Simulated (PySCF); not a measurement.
Compound: ClF3Ga (charge -1).
Numbering: `[F:1][Ga-:2]([F:3])([F:4])[Cl:5]`

Computed by this run: PySCF 2.14.0, PBE0-D3(BJ)/def2-SVP geometry optimisation, gas phase; density fitting, grid level 1; the optimiser is geomeTRIC in internal coordinates, started from a GFN2-xTB structure.

Step 0: E = -73023.2595 eV
```
atom  x, y, z in Å  |  force x, y, z in eV/Å
F1     -0.8569   -0.7505   -1.3865    0.212  -0.028   0.005
Ga2    -0.0075    0.0018   -0.0030   -1.852   0.232   0.067
F3     -0.7289   -0.7095    1.4712    0.180  -0.006  -0.008
F4     -0.4856    1.7258   -0.0117    0.209  -0.036   0.001
Cl5     2.0911   -0.2666   -0.0871    1.251  -0.161  -0.065
```

Step 1: E = -73023.2680 eV
```
atom  x, y, z in Å  |  force x, y, z in eV/Å
F1     -0.7902   -0.8059   -1.4388   -0.300   0.104   0.096
Ga2    -0.1627    0.0143    0.0077    1.235  -0.078  -0.106
F3     -0.7086   -0.7322    1.5229   -0.246   0.036  -0.044
F4     -0.4068    1.7754    0.0063   -0.334  -0.066  -0.007
Cl5     2.0806   -0.2506   -0.1152   -0.355   0.004   0.061
```

Step 2: E = -73023.3265 eV
```
atom  x, y, z in Å  |  force x, y, z in eV/Å
F1     -0.8199   -0.7861   -1.4176   -0.140   0.029  -0.009
Ga2    -0.1126    0.0114    0.0038    0.691  -0.048  -0.044
F3     -0.7251   -0.7199    1.5019   -0.088  -0.012   0.029
F4     -0.4450    1.7572    0.0034   -0.127   0.006  -0.016
Cl5     2.1148   -0.2617   -0.1086   -0.335   0.025   0.040
```

Task: Estimate the geometry and energy of step 3. (The exact step hangs on the optimiser's Hessian estimate; all steps are aligned on step 2, rigid shifts and turns removed.)

Result: E = -73023.3409 eV, largest force 0.158 eV/Å
```
atom  x, y, z in Å  |  force x, y, z in eV/Å
F1     -0.8377   -0.7719   -1.4073   -0.017   0.003  -0.010
Ga2    -0.0800    0.0094    0.0008    0.155  -0.028  -0.002
F3     -0.7278   -0.7155    1.4916    0.009  -0.012   0.016
F4     -0.4653    1.7462   -0.0023   -0.001   0.024  -0.014
Cl5     2.1230   -0.2673   -0.0999   -0.147   0.014   0.010
```

The energy changes by -0.0143 eV. The first-order estimate −F·Δx gives -0.0255 eV and the mean of the old and new forces, exact on a quadratic surface, -0.0147 eV. The step makes an angle of 51° with the force vector and moves no atom by more than 0.033 Å.

The cost below is that of the whole optimisation. The run took 21 s on an Arm Neoverse N1 with one thread, shared host with 64 logical CPUs at a one-minute load of 20, and the process peaked at 0.51 GiB of memory.
